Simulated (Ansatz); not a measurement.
Gas-phase reaction (SMILES): CC(C)CO -> [CH2]C(C)CO + H atom; the C-H bond at the site shown breaks (other sites are not compared here).

Structures are relaxed separately at B3LYP-D3(BJ)/def2-TZVP in Ansatz (a program for electronic structure), one conformer each, not searched for the lowest. Cores are frozen in the correlated levels unless marked. UHF or UKS for open shells. No spin-orbit coupling. Non-relativistic. CBS(X,Y): correlation extrapolated as X^-3; Hartree-Fock from the larger set. Thermal terms are rigid-rotor harmonic-oscillator values from B3LYP-D3(BJ) frequencies (Ansatz) at 298.15 K and 1 atm. 1 Eh = 627.5095 kcal/mol. Atoms have translation alone.

```json
[
 {"species": "CC(C)CO", "E, CCSD(T)/CBS(cc-pVTZ,cc-pVQZ) (Ansatz) (Eh)": "-233.39083", "E, PBE0-D4/def2-TZVPD (Ansatz + dftd4) (Eh)": "-233.48832", "H - E (Eh)": "0.14396"},
 {"species": "[CH2]C(C)CO", "E, CCSD(T)/CBS(cc-pVTZ,cc-pVQZ) (Ansatz) (Eh)": "-232.71629", "E, PBE0-D4/def2-TZVPD (Ansatz + dftd4) (Eh)": "-232.81939", "H - E (Eh)": "0.12937"},
 {"species": "H atom", "E, CCSD(T)/CBS(cc-pVTZ,cc-pVQZ) (Ansatz) (Eh)": "-0.49995", "E, PBE0-D4/def2-TZVPD (Ansatz + dftd4) (Eh)": "-0.50104", "H - E (Eh)": "0.00236"}
]
```

### Question
Work out ΔE and ΔH at 298.15 K at the first level, then ΔH at the second.

### Answer

1. ΔE = [(-232.71629) + (-0.49995)] - [(-233.39083)] = 0.17459 Eh = 109.6 kcal/mol at CCSD(T)/CBS(cc-pVTZ,cc-pVQZ).
2. The terms H - E add up to -0.01223 Eh, so ΔH = (0.17459 + (-0.01223))×627.5095 = 101.9 kcal/mol.
3. At PBE0-D4/def2-TZVPD the same steps give ΔE = 105.4 and ΔH = 97.7 kcal/mol, a shift of -4.2 from the first level.
4. These values are not checked against measurement here, since the tables used lack a sound gas-phase enthalpy of formation for at least one species.
